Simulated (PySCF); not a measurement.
## Correlation energy of Ba (barium, neutral)

[Xe] 6s2, closed-shell 1S. All numbers are calculated (PySCF 2.14, a scalar-relativistic core potential, in def2-TZVPPD with the def2 core potential (46 electrons)). Frozen: 5s2 5p6; 2 electrons correlated.

With two correlated electrons CCSD is exact within the correlated space (frozen core and kept virtual orbitals).

```tsv
level	correlation energy (mhartree)
CCSD	-21.99
```

Diagnostics: T1 = 0.0068, D1 = 0.0095, largest double amplitude 0.099.

Cost of the coupled-cluster step: about 0.18 core-seconds, for 2 correlated electrons.

Iterations:

```
CC2 = 0
CCSD nocc = 1, nmo = 36
frozen orbitals [0, 1, 2, 3]
max_cycle = 100
direct = 0
conv_tol = 1e-08
conv_tol_normt = 1e-06
diis_space = 8
diis_start_cycle = 0
Init t2, MP2 energy = -25.1095022752935  E_corr(MP2) -0.0146073125629942
Init E_corr(CCSD) = -0.0146073126459402
cycle = 1  E_corr(CCSD) = -0.0191208959649393  dE = -0.00451358332  norm(t1,t2) = 0.056842
cycle = 2  E_corr(CCSD) = -0.0207373553104749  dE = -0.00161645935  norm(t1,t2) = 0.0239817
cycle = 3  E_corr(CCSD) = -0.0219641496025164  dE = -0.00122679429  norm(t1,t2) = 0.0115559
cycle = 4  E_corr(CCSD) = -0.0219877656817427  dE = -2.36160792e-05  norm(t1,t2) = 0.00199333
cycle = 5  E_corr(CCSD) = -0.0219940280827966  dE = -6.26240105e-06  norm(t1,t2) = 0.000694403
cycle = 6  E_corr(CCSD) = -0.0219859974049576  dE = 8.03067784e-06  norm(t1,t2) = 0.000201974
cycle = 7  E_corr(CCSD) = -0.0219912918979058  dE = -5.29449295e-06  norm(t1,t2) = 5.99788e-05
cycle = 8  E_corr(CCSD) = -0.0219906596268869  dE = 6.32271019e-07  norm(t1,t2) = 1.03339e-05
cycle = 9  E_corr(CCSD) = -0.0219904778380129  dE = 1.81788874e-07  norm(t1,t2) = 1.80969e-06
cycle = 10  E_corr(CCSD) = -0.0219905603276085  dE = -8.24895956e-08  norm(t1,t2) = 7.3315e-07
cycle = 11  E_corr(CCSD) = -0.0219905591930236  dE = 1.13458492e-09  norm(t1,t2) = 6.10796e-08
CCSD converged
E(CCSD) = -25.11688552192357  E_corr = -0.02199055919302359
```
